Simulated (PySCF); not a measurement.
# Electric field gradients and quadrupole coupling constants

Species: C₂H₆SSi.
Structure used (PBE0-D3(BJ)/def2-SVP), in Å, numbered top down from 1:
```
atom  x, y, z in Å
C1     1.5210   -0.4707    0.1141
C2     1.1838    0.7410   -0.3350
S3    -0.4086    1.4759   -0.4910
Si4   -1.7330   -0.0647    0.2135
H5     2.5735   -0.7623    0.1407
H6     0.7948   -1.2086    0.4666
H7     1.9602    1.4357   -0.6739
H8    -1.6274   -1.2990   -0.6199
H9    -1.4559   -0.4163    1.6378
H10   -3.0861    0.5429    0.0798
```

Field gradients from the PBE0/pcSseg-1 density (PySCF, non-relativistic), principal values in atomic units, ordered |Vxx| ≤ |Vyy| ≤ |Vzz|:

```tsv
atom	Vxx	Vyy	Vzz
S3	-0.0002	-1.9777	1.9780
```

Q: Find the asymmetry η = (Vxx − Vyy)/Vzz and the couplings χ = eQV/h (234.96 MHz × Q in barn × V in au), with Q(33S) = −0.0678 b.

A: 
| atom | environment | nucleus | η | χzz (MHz) | χxx (MHz) | χyy (MHz) |
| --- | --- | --- | --- | --- | --- | --- |
| S3 | sulfur bonded to C and Si | 33S | 1.00 | -31.51 | 0.00 | 31.51 |

At S3 η is above 0.9: Vyy and Vzz are nearly equal in size and opposite in sign, so a small change could swap them and flip the sign of χzz. 

Q: What is Vzz at S3 in SI units (1 au = 9.71736 × 10²¹ V/m²)?

A: 1.9780 au = 19.221 × 10²¹ V/m².

Q: What couplings would deuterons (Q(2H) = 0.00286 b) have in place of the hydrogens, at this geometry?

A: 
```
atom  bonded to  bond length (Å)  Vzz (au)     η  χzz (kHz)
  H5         C1            1.092    0.3089  0.07        208
  H6         C1            1.094    0.3054  0.10        205
  H7         C2            1.096    0.2975  0.09        200
  H8        Si4            1.493    0.1394  0.01         94
  H9        Si4            1.493    0.1393  0.01         94
 H10        Si4            1.489    0.1417  0.04         95
```

The structure is a single PBE0-D3(BJ)/def2-SVP conformer in the gas phase; no vibrational or solvent corrections. With a basis this small, the couplings can be 20 % off.
